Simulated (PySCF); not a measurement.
## Simulated absorption spectrum

Species: C₄H₇F₃Si.
SMILES with atom numbers: `[CH3:1][Si@@H:2]1[CH2:3][C@H:4]1[C:5]([F:6])([F:7])[F:8]` (hydrogens: H9, H10, H11 on C1; H12 on Si2; H13, H14 on C3; H15 on C4)

Theory: TDDFT CAM-B3LYP/def2-SVPD, vertical, gas phase, core orbitals frozen in the response in PySCF 2.14.0, density-fitted response routines. Geometry: PBE0-D3(BJ)/def2-SVP; no solvent, vibrations or thermal averaging. Torsions of this conformer, `[CH3:1][Si@@H:2]1[CH2:3][C@H:4]1[C:5]([F:6])([F:7])[F:8]`: C3–C4–C5–F6 47°.

Computed states:

```json
{"state": "S1", "E (eV)": "6.89", "f": "0.070"}
{"state": "S2", "E (eV)": "7.08", "f": "0.024"}
{"state": "S3", "E (eV)": "7.13", "f": "0.126"}
{"state": "S4", "E (eV)": "7.57", "f": "0.0083"}
{"state": "S5", "E (eV)": "7.93", "f": "0.0047"}
{"state": "S6", "E (eV)": "8.08", "f": "0.0076"}
{"state": "S7", "E (eV)": "8.29", "f": "0.0030"}
{"state": "S8", "E (eV)": "8.37", "f": "0.033"}
{"state": "S9", "E (eV)": "8.59", "f": "0.036"}
{"state": "S10", "E (eV)": "8.64", "f": "0.058"}
```

Broadening: Gaussians 0.25 eV wide at half height, area fixed by f = 4.319×10⁻⁹ ∫ε dν̃. The width is an assumption, not a result. The curve ends short of the highest state used, and states not computed would add to its high-energy end.

(1) Give the broadened spectrum and its maxima.

(2) Coming from long wavelengths, where does ε first pass 100 L mol⁻¹ cm⁻¹?

## Answers

(1) 
| λ (nm) | ε (L mol⁻¹ cm⁻¹) |
| --- | --- |
| 154.2 | 1110 |
| 155.2 | 1027 |
| 156.3 | 842 |
| 157.3 | 632 |
| 158.3 | 443 |
| 159.4 | 339 |
| 160.4 | 386 |
| 161.4 | 554 |
| 162.4 | 758 |
| 163.5 | 890 |
| 164.5 | 856 |
| 165.5 | 712 |
| 166.6 | 597 |
| 167.6 | 784 |
| 168.6 | 1576 |
| 169.7 | 3558 |
| 170.7 | 6535 |
| 171.7 | 10284 |
| 172.8 | 14204 |
| 173.8 | 16422 |
| 174.8 | 16785 |
| 175.9 | 15432 |
| 176.9 | 13562 |
| 177.9 | 11862 |
| 178.9 | 10533 |
| 180.0 | 9195 |
| 181.0 | 7758 |
| 182.0 | 6055 |
| 183.1 | 4121 |
| 184.1 | 2600 |
| 185.1 | 1473 |
| 186.2 | 697 |
| 187.2 | 317 |
| 188.2 | 130 |
| 189.3 | 43 |
| 190.3 | 15 |

Maxima: 174 nm (7.11 eV), ε about 17000, made up of S2 (15%) and S3 (79%); 164 nm (7.57 eV), ε about 900, made up of S4 (100%) (ε in L mol⁻¹ cm⁻¹; maxima over ε = 5, shares over 10%). At its high-energy end, 8.04 eV, the curve is still rising (ε about 1100, from S5 and S6).

(2) At about 188 nm (6.58 eV), 0.31 eV below S1.

All these states lie below the vertical ionisation energy of 9.49 eV (ΔSCF).

Without π bonds the low states are Rydberg-like; a valence basis with one diffuse set may place them up to an eV too high.
